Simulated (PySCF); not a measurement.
# Shapes and spin states of WBr₂

These are results of PBE/[W def2-SVP with ECP60, Br def2-SVP], scalar-relativistic core potentials, density fitting, no spin–orbit coupling, PySCF, not measurements.

Relaxations began from a few typed shapes and spin states; open shells are unrestricted. The search is not exhaustive: other isomers or separated fragments can lie lower, and high-lying points may rest on an excited occupation.

Order these stationary points by electronic energy, lowest first, in kJ/mol from the lowest minimum.
A. triplet D∞h: W–Br 2.372 Å (×2); Br–W–Br 180.0°
B. quintet C2v: W–Br 2.433 Å (×2); Br–W–Br 139.8°
C. quintet D∞h: W–Br 2.449 Å (×2); Br–W–Br 180.0°

B (0.0), C (6.7), A (45.7).

Which of them are minima?

By energy in kJ/mol, 0.0: minimum; 6.7: saddle point, 1 imaginary mode; 45.7: not settled, its softest mode being under 30 cm⁻¹.

Formally W is in oxidation state +2, d4, with 4 unpaired electrons (the high-spin count). The Mulliken spin on W is 4.03. The polar-tensor charge on W, 0.88, is far below the formal one.

For the lowest minimum: with open d or f shells other occupations or spin states may lie lower. With an element this heavy the missing spin–orbit coupling can shift these numbers.

The electron or spin density has lower symmetry than the nuclear frame for the quintet D∞h at 6.7 kJ/mol.
